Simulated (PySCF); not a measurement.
AlSe: script and output

Input:

```python
from pyscf import gto, scf, mp

mol = gto.M(
    atom='Al 0 0 0; Se 0 0 2.656',
    basis='pcseg-1',
    charge=0,
    spin=1,
    verbose=4,
)
mf = scf.UHF(mol)
mf.kernel()
mp.MP2(mf, frozen=14).kernel()
mf.dip_moment()
print('orbital energies (hartree):', [e[max(0, n-3):n+3].round(4) for e, n in zip(mf.mo_energy, mol.nelec)])
```

```bash
$ OMP_NUM_THREADS=1 python input.py
```

It prints (some set-up lines and the per-cycle HOMO/LUMO lines with their warnings removed):

```
PySCF version 2.14.0

[INPUT] verbose = 4
[INPUT] num. atoms = 2
[INPUT] num. electrons = 47
[INPUT] charge = 0
[INPUT] spin (= nelec alpha-beta = 2S) = 1
[INPUT] symmetry False subgroup None
[INPUT] Mole.unit = angstrom
[INPUT] Symbol           X                Y                Z      unit          X                Y                Z       unit  Magmom
[INPUT]  1 Al     0.000000000000   0.000000000000   0.000000000000 AA    0.000000000000   0.000000000000   0.000000000000 Bohr   0.0
[INPUT]  2 Se     0.000000000000   0.000000000000   2.656000000000 AA    0.000000000000   0.000000000000   5.019112586845 Bohr   0.0

nuclear repulsion = 88.0633762148494
number of shells = 6
number of NR pGTOs = 126
number of NR cGTOs = 45
basis = pcseg-1
ecp = {}

******** <class 'pyscf.scf.uhf.UHF'> ********
method = UHF
initial guess = minao
damping factor = 0
level_shift factor = 0
DIIS = <class 'pyscf.scf.diis.CDIIS'>
diis_start_cycle = 1
diis_space = 8
diis_damp = 0
SCF conv_tol = 1e-09
SCF conv_tol_grad = None
SCF max_cycles = 50
direct_scf = True
direct_scf_tol = 1e-13
number electrons alpha = 24  beta = 23
Set gradient conv threshold to 3.16228e-05
init E= -2640.17902797894

cycle= 1 E= -2641.30454758777  delta_E= -1.13  |g|= 0.27  |ddm|= 1.13
cycle= 2 E= -2641.34934771874  delta_E= -0.0448  |g|= 0.248  |ddm|= 0.973
cycle= 3 E= -2641.40721387378  delta_E= -0.0579  |g|= 0.0373  |ddm|= 0.405
cycle= 4 E= -2641.41157007741  delta_E= -0.00436  |g|= 0.0157  |ddm|= 0.151
cycle= 5 E= -2641.4124873515  delta_E= -0.000917  |g|= 0.00616  |ddm|= 0.0809
cycle= 6 E= -2641.4126506685  delta_E= -0.000163  |g|= 0.00324  |ddm|= 0.0316
cycle= 7 E= -2641.41270536638  delta_E= -5.47e-05  |g|= 0.00192  |ddm|= 0.0166
cycle= 8 E= -2641.4127318628  delta_E= -2.65e-05  |g|= 0.000664  |ddm|= 0.0157
cycle= 9 E= -2641.41273470097  delta_E= -2.84e-06  |g|= 0.000226  |ddm|= 0.00547
cycle= 10 E= -2641.41273498388  delta_E= -2.83e-07  |g|= 0.000104  |ddm|= 0.00159
cycle= 11 E= -2641.41273504051  delta_E= -5.66e-08  |g|= 2.7e-05  |ddm|= 0.00082
cycle= 12 E= -2641.41273504372  delta_E= -3.21e-09  |g|= 9.19e-06  |ddm|= 0.00018
cycle= 13 E= -2641.41273504413  delta_E= -4.11e-10  |g|= 5.37e-06  |ddm|= 4.8e-05
Extra cycle  E= -2641.41273504424  delta_E= -1.1e-10  |g|= 4.11e-06  |ddm|= 1.58e-05
converged SCF energy = -2641.41273504424  <S^2> = 0.80893223  2S+1 = 2.0580887

******** <class 'pyscf.mp.ump2.UMP2'> ********
nocc = (np.int64(10), np.int64(9)), nmo = (31, 31)
frozen orbitals 14
E(UMP2) = -2641.55449843957  E_corr = -0.141763395330079
E(SCS-UMP2) = -2641.5513228879  E_corr = -0.138587843657088
E_corr(same-spin) = -0.0363787277757779
E_corr(oppo-spin) = -0.105384667554301
Dipole moment(X, Y, Z, Debye): -0.00000, -0.00000, -5.36384
orbital energies (hartree): [array([-0.3582, -0.3171, -0.3171,  0.0057,  0.0057,  0.0701]), array([-0.4183, -0.2992, -0.2992, -0.0338,  0.0096,  0.0096])]
```

In short: E(SCF) = -2641.412735 Eh, 13 cycles, E(MP2) − E(SCF) = -0.14176 Eh, ⟨S²⟩ = 0.809, μz(SCF) = -5.36 D.

It ran on Arm Neoverse V2 (1 thread, shared host) in 1 s.

The bond length is a typed value, not an optimised one. No search for the lowest solution was made.
